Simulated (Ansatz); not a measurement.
A nudged elastic band was laid between two geometries of C₂H₉FOSi₂ (15 atoms, charge 0, multiplicity 1).

These are results of RKS PBE0-D4/def2-SVP (Ansatz 0.2.0), not measurements.

```yaml
movable_images: 7
climbing_image: yes
spring: 5.0 eV/Å²
optimiser: quadratic models (default)
start_path: IDPP
force_threshold: 0.05 eV/Å
iteration_limit: 50
end_points: relaxed
```

First end point:

```xyz
15
Properties=species:S:1:pos:R:3
O -0.896 -1.859 -0.570
C 0.299 -1.771 0.174
Si 1.250 -0.281 -0.519
C -0.013 1.122 -0.728
F 0.624 2.236 -1.288
Si -0.901 1.671 0.859
H -1.415 -2.601 -0.242
H 0.922 -2.685 0.099
H 0.113 -1.605 1.256
H 1.855 -0.596 -1.847
H 2.333 0.120 0.430
H -0.781 0.757 -1.436
H -1.844 2.787 0.551
H -1.663 0.514 1.422
H 0.096 2.140 1.868
```

Last end point:

```xyz
15
Properties=species:S:1:pos:R:3
O 0.915 -2.839 -0.220
C 0.053 -1.741 -0.042
Si 0.931 -0.215 -0.750
C -0.237 1.291 -0.658
F 0.443 2.392 -1.193
Si -0.841 1.760 1.081
H 0.500 -3.623 0.153
H -0.187 -1.555 1.026
H -0.920 -1.872 -0.560
H 1.301 -0.450 -2.176
H 2.160 0.086 0.041
H -1.124 1.094 -1.291
H -1.654 3.010 1.020
H -1.685 0.642 1.610
H 0.324 1.967 1.989
```

**Question.** What changes between the two ends?

**Answer.** No bond is made or broken. The dihedral O1–C2–Si3–C4 goes from 45 to 176°.

**Question.** What energy profile does the band end with?

**Answer.** It converged. The highest image is number 5 of 0 to 8, 3.7 kcal/mol above the first end and 1.7 kcal/mol above the last; the last end lies 2.0 kcal/mol above the first. A vibrational analysis at the climbing image gives one clearly imaginary mode, 90i cm⁻¹: a first-order saddle point.

| image | path coordinate (Å) | energy (kcal/mol) | dihedral O1–C2–Si3–C4 (°) |
| --- | --- | --- | --- |
| 0 | 0.00 | 0.0 | 45 |
| 1 | 0.64 | 0.2 | 54 |
| 2 | 1.27 | 0.9 | 68 |
| 3 | 1.91 | 2.0 | 85 |
| 4 | 2.54 | 3.2 | 103 |
| 5 | 3.18 | 3.7 | 121 |
| 6 | 3.87 | 3.2 | 140 |
| 7 | 4.56 | 2.4 | 159 |
| 8 | 5.25 | 2.0 | 176 |

**Question.** What is the geometry of the highest image?

**Answer.** 
```xyz
15
Properties=species:S:1:pos:R:3
O 0.071 -2.754 -1.002
C 0.127 -1.770 0.005
Si 0.980 -0.216 -0.705
C -0.209 1.267 -0.587
F 0.410 2.374 -1.182
Si -0.723 1.772 1.172
H -0.346 -3.539 -0.634
H 0.694 -2.104 0.899
H -0.881 -1.488 0.374
H 1.344 -0.433 -2.135
H 2.211 0.123 0.074
H -1.122 1.027 -1.165
H -1.595 2.982 1.121
H -1.474 0.643 1.804
H 0.491 2.066 1.988
```

**Question.** What are the harmonic wavenumbers there?

**Answer.** 90i, 58, 104, 142, 181, 231, 272, 294, 315, 505, 524, 613, 625, 695, 750, 783, 841, 870, 918, 936, 938, 943, 1053, 1076, 1118, 1193, 1239, 1289, 1375, 1484, 2224, 2228, 2245, 2250, 2257, 2982, 3028, 3046, 3874 cm⁻¹.

Time of the run: 3.4 min on 2 threads of Arm Neoverse V2, on a shared host, peak memory 0.36 GiB.
